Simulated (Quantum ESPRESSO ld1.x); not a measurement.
Tc33+, configuration [Ne] (the NIST ground configuration).

Calculated with ld1.x of Quantum ESPRESSO 7.5: scalar-relativistic Kohn-Sham, LDA (Slater exchange, Perdew-Zunger correlation), spin-polarised, spherical densities, point nucleus.

Energy parts (eV):
| part | energy |
|---|---|
| total | -92650.53 |
| kinetic | 96248.37 |
| electron-nucleus | -198651.21 |
| Hartree | 11584.57 |
| exchange-correlation | -1832.26 |

Orbitals (lengths in bohr, moments of r in powers of bohr; r(max) is where P^2 peaks; r(90%) holds 90 % of the orbital's charge):
\begin{tabular}{lrrrrrr}
orbital & occ. & eigenvalue (eV) & <r^2> & r(max) & r(90%) & <r> \\ \hline
1s & 2 & -22727.4 & 0.001586 & 0.022 & 0.0614 & 0.03429 \\
2s & 2 & -4742.38 & 0.02528 & 0.125 & 0.226 & 0.1467 \\
2p & 6 & -4454.72 & 0.01969 & 0.100 & 0.206 & 0.1273 \\
3s & 0 & -1926.27 & 0.1410 & 0.334 & 0.510 & 0.3522 \\
3p & 0 & -1837.82 & 0.1329 & 0.321 & 0.501 & 0.3395 \\
\end{tabular}

The highest occupied level is 2p at -4454.7 eV. For comparison, the ionisation energy in NIST's Atomic Spectra Database is 4505 eV (semi-empirical). In exact Kohn-Sham theory the highest level is minus the ionisation energy, but local and semilocal functionals leave it too shallow, through self-interaction and a potential that decays too fast; potentials with the right tail come closer. The density falls to 0.001 e/bohr^3 at r = 0.54 bohr. Summed over all electrons, <r^2> = 0.1719 bohr^2, which gives a Langevin (diamagnetic) susceptibility term of -0.136 x 10^-6 cm^3/mol.
